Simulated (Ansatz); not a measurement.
NiF2⁺, relaxed as a quartet with UKS PBE-D4/def2-TZVP in Ansatz, starting from the PBE-D4/def2-TZVP geometry of the neutral triplet. Force threshold 0.02 eV/Å.

Start:

```xyz
3

Ni    0.000    0.000    0.000
F     0.682    0.203    1.556
F    -0.682   -0.203   -1.556
```

```csv
step,energy (eV),largest force component (eV/Å),SCF passes
1,-46458.4695,1.056,38
2,-46458.4996,0.640,37
3,-46458.5149,0.079,35
4,-46458.5151,0.001,30
```

Force components are those of the run's own axes.

End:

```csv
atom,x (Å),y (Å),z (Å)
Ni1,0.000,0.000,0.000
F2,0.666,0.198,1.518
F3,-0.666,-0.198,-1.518
```

By distances, no bond broke or formed. The bond that changes most is Ni1–F2, from 1.71 to 1.67 Å (atoms count from 1).

No frequencies were taken in this run, so the end may be a saddle point.

It took 12 s on 2 threads of Intel Xeon Platinum 8488C on a shared host.
